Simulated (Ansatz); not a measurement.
Two isomers of BH7OSSi2: A = `BO[SiH2]S[SiH3]`, B = `OB(S)[SiH2][SiH3]`.

Computed with Ansatz on PBE0-D4/def2-TZVP structures; ΔE is electronic, products minus reactants. CBS: MP2 limit from def2 TZ/QZ plus the TZ coupled-cluster correction, frozen cores. DFT in def2-TZVPP. B3LYP here is the variant with VWN-RPA as its local correlation; programs differ in this. One conformer a species, not always the lowest.

Question: Which is lower in electronic energy at CCSD(T)/CBS, and by how much? (Estimate.)

Answer: Ansatz gave: A, by 35.0 kcal/mol.

Question: Give E(B) − E(A) in kcal/mol with ωB97M-V, PBE-D4, CCSD(T)/def2-TZVPP, MP2/def2-TZVPP, B2PLYP, B3LYP-D4, HF/def2-TZVPP. (Best estimate.)

Answer: Computed: ωB97M-V 35.7, PBE-D4 25.3, CCSD(T)/def2-TZVPP 33.2, MP2/def2-TZVPP 37.3, B2PLYP 34.9, B3LYP-D4 33.8, HF/def2-TZVPP 42.6. None reverses the order clearly.

Largest T1 diagnostic: 0.014.

In def2-TZVPP, CCSD(T) changes the Hartree–Fock value by −9.4 kcal/mol (the triples alone add −1.2 kcal/mol) and MP2 by −5.3 kcal/mol. From PBE to PBE0 (25 % exact exchange), in def2-TZVPP and without D4, E(B) − E(A) moves by +3.6 kcal/mol.
